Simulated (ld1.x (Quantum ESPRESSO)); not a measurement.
# manganese (Mn), TM: configuration errors across variants

manganese, norm-conserving Troullier–Martins (Kleinman–Bylander form), made with ld1.x (Quantum ESPRESSO) 7.5 (BP86, scalar-relativistic). Core [Ar], reference 3d5 4s1.5 4p0.5. Waves: 4p (bound): rc 2.60 bohr; 3d (bound): rc 1.35 bohr; 4f channel at 0.3 Ry: rc 2.00 bohr; 4s (bound): rc 2.60 bohr. Local part: the s channel. Core correction: Bessel-smoothed model core inside 1.10 bohr.

All-electron excitation energies from the reference (eV): (1) 3d5 4s2 4p0 -1.924; (2) 3d5 4s1 4p0 6.682; (3) 3d5 4s0 4p0 22.388; (4) 3d5.5 4s1.5 4p0 -2.394; (5) 3d4 4s2 4p0 11.405; (6) 3d5 4s1 4p1 1.974; (7) 3d5 4s0 4p2 6.077.

3 further variants failed, have other tests or another functional or relativity, and are left out.

Errors AE − PS in meV (a dash: test not solved or not reliable):

| change | (1) | (2) | (3) | (4) | (5) | (6) | (7) | bound ghosts |
| --- | --- | --- | --- | --- | --- | --- | --- | --- |
| base | -0.4 | -4.4 | -44 | -71 | -382 | -0.8 | -7.4 | none |
| wave 4s (bound): rc 2.60 bohr becomes 4s (bound): rc 3.34 bohr | -1.7 | -1.8 | -73 | -63 | -179 | -2.7 | -29 | none |
| wave 3d (bound): rc 1.35 bohr becomes 3d (bound): rc 1.32 bohr | -0.4 | -4.5 | -44 | -71 | -388 | -0.9 | -7.4 | none |
| wave 4f channel at 0.3 Ry: rc 2.00 bohr becomes 4f channel at 0.3 Ry: rc 2.22 bohr | -0.4 | -4.4 | -44 | -71 | -382 | -0.8 | -7.4 | none |

Q: Give the same row for: core correction Bessel-smoothed model core inside 1.52 bohr.

A: -0.4, -4.3, -43, -69, -371, -0.8, -7.2; bound ghosts: none.
